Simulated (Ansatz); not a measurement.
Compare A (`C#C[SiH2]C=O`) with its isomer B (`O=C=C=C[SiH3]`).

Program: Ansatz. Geometries: PBE0-D4/def2-TZVP. ΔE: electronic, gas phase. CBS: MP2 limit from def2 TZ/QZ plus the TZ coupled-cluster correction, frozen cores. Functionals use def2-TZVPP. B3LYP here is the variant with VWN-RPA as its local correlation; programs differ in this. Each species was taken in one conformer, which may not be the lowest.

A:

```xyz
9

C     0.202    0.457   -2.416
C     0.079    0.554   -1.220
Si   -0.100    0.615    0.590
C    -0.041   -1.183    1.293
O    -0.124   -1.374    2.478
H     0.310    0.379   -3.474
H     1.013    1.384    1.195
H    -1.406    1.212    0.959
H     0.068   -2.045    0.594
```

B:

```xyz
9

O     1.6806    0.0033    2.9098
C     1.1825    0.3406    1.9123
C     0.7052    0.9138    0.8576
C     0.0378    0.8750   -0.2837
Si   -0.7297   -0.6876   -0.9913
H    -0.0758    1.8043   -0.8483
H    -0.1616   -0.9422   -2.3420
H    -0.4423   -1.8196   -0.0795
H    -2.1967   -0.4878   -1.1348
```

(1) Which is lower in electronic energy at CCSD(T)/CBS, and by how much? (An estimate is asked.)

(2) Give E(B) − E(A) in kcal/mol with CCSD(T)/def2-TZVPP, B2PLYP, PBE-D4, B3LYP, ωB97M-V, PBE0-D4, MP2/def2-TZVPP. (Estimate.)

(3) Does the order hold for the free energy at 298.15 K (harmonic terms from PBE0-D4)? (An estimate is asked.)

Largest T1 diagnostic: 0.017.

Results:

(1) The calculation gave: A, by 5.8 kcal/mol.

(2) Ansatz gave: CCSD(T)/def2-TZVPP 4.8, B2PLYP 1.9, PBE-D4 -5.1, B3LYP -0.5, ωB97M-V 4.0, PBE0-D4 -1.8, MP2/def2-TZVPP 4.9. The order is the other way round with PBE-D4, B3LYP, PBE0-D4.

(3) Ansatz gave: Yes: G(B) − G(A) = +5.9 kcal/mol, for one conformer each. Modes under 60 cm⁻¹, often nearly free rotors, make the harmonic entropy too high.

From r2SCAN to r2SCAN0 (25 % exact exchange), in def2-TZVPP and without D4, E(B) − E(A) moves by +2.9 kcal/mol. At CCSD(T), def2-SVP lies −4.5 kcal/mol from the extrapolated value and def2-TZVPP −1.0 kcal/mol.
